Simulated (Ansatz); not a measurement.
Job for Ansatz (a program for electronic structure): R-HF/def2-TZVPP on ClGeH (SMILES [Cl][GeH]), atoms moved off the minimum.

Ansatz 0.2 input:
```yaml
crystal:
  periodic: [false, false, false]
  atoms:
    - {symbol: Ge, position_ang: [0.56893433, -0.13201026, 0.48355293]}
    - {symbol: H, position_ang: [1.51478162, -0.39640329, -0.63035964]}
    - {symbol: Cl, position_ang: [-1.06161031, 0.33830770, -0.89615470]}
basis:
  gaussian:
    orbitals: def2-TZVPP
hamiltonian:
  xc: {name: HF}
scf: {lower_state_search: off}
output: {forces: true}
```

Q: What total energy does the run end on?

A: -2535.4744 hartree.
